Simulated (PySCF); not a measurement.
IO₂⁺: from structure and modes to constants

These are results of PBE0/[I def2-TZVP with ECP28, O def2-TZVP], scalar-relativistic core potentials, density fitting, no spin–orbit coupling, PySCF, not measurements.

The singlet minimum has C2v symmetry. Masses (u): I 126.90447, O 15.99492.

```xyz
3
charge 1 multiplicity 1, angstrom
I     0.0000    0.0000   -0.2010
O     1.4292    0.0000    0.7973
O    -1.4292    0.0000    0.7973
```

Harmonic wavenumbers (cm⁻¹): 308.5 (a1, ×1), 931.8 (a1, ×1), 969.0 (b2, ×1).

Find the principal moments of inertia and the rotational constants. What kind of rotor is it?

About the centre of mass I = 25.463, 65.343, 90.806 u Å². With B = 16.8576/I this gives 0.662, 0.258, 0.1856 cm⁻¹. The molecule is an asymmetric top with κ = -0.70.

What is the harmonic zero-point energy?

Half the sum of all 3 wavenumbers, 2209/2 = 1105 cm⁻¹, which is 13.2 kJ/mol (1 cm⁻¹ = 0.0119627 kJ/mol).

Find the vibrational entropy and heat capacity at 298.15 K.

With u = 1.43878 ω/T, each mode gives S = R[u/(eᵘ−1) − ln(1−e⁻ᵘ)] and C = R u² eᵘ/(eᵘ−1)².
```csv
ω (cm⁻¹),u,S (J/(mol K)),C (J/(mol K))
308.5,1.489,5.73,6.93
931.8,4.497,0.51,1.92
969.0,4.676,0.44,1.73
```
The sums over all modes are S = 6.7 and C = 10.6 J/(mol K); the softest mode gives 86 % of the entropy.

Other isomers or separated fragments may lie lower.
